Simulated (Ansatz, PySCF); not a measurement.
CH₇F₂NSi₂. Atoms are numbered in the order given.

```xyz
13

N      0.9098    -1.5526     0.1115
C      0.4218    -0.2857    -0.4854
Si     1.3157     1.2087     0.2217
F      0.9770     1.1958     1.8219
Si    -1.4528    -0.2593    -0.3296
F     -2.1040    -1.3269    -1.3710
H      0.8241    -1.5091     1.1285
H      1.9022    -1.6917    -0.0853
H      0.5897    -0.3150    -1.5817
H      0.8908     2.5295    -0.3253
H      2.7895     1.0200     0.0816
H     -1.9781     1.0906    -0.6819
H     -1.8545    -0.6532     1.0478
```
Charge 0, spin multiplicity 1.

Geometry optimised at r2SCAN-D4/def2-SVP. This is a generated structure with no PubChem entry under its InChIKey; it may be hypothetical. Other conformers were not sampled.

Vertical ionisation energy (IE) and electron affinity (EA) in eV. Rows of orbital energies are one-electron estimates. Where ΔSCF, EOM or ADC give a negative EA the extra electron is unbound and the value depends on the basis.

```json
[
 {"level": "−ε(HOMO), −ε(LUMO), HF/def2-TZVP (PySCF)", "IE": "10.45", "EA": "-2.77"},
 {"level": "−ε(HOMO), −ε(LUMO), PBE/def2-TZVP (PySCF)", "IE": "5.71", "EA": "1.16"},
 {"level": "ΔSCF, CAM-B3LYP/def2-SVPD (Ansatz), final states of multiplicity 2 and 2", "IE": "9.39", "EA": "-1.21"},
 {"level": "ΔSCF, PBE/def2-SVPD (Ansatz), final states of multiplicity 2 and 2", "IE": "9.01", "EA": "-0.85"}
]
```

**Question.** What vertical singlet–triplet gap does ΔSCF give with CAM-B3LYP/def2-SVPD (Ansatz, a first-principles code) and with PBE/def2-SVPD (Ansatz)? (The exact figures need the calculation; the answer reports its results.)

**Answer.** 5.86 and 5.12 eV (triplet above singlet where positive).
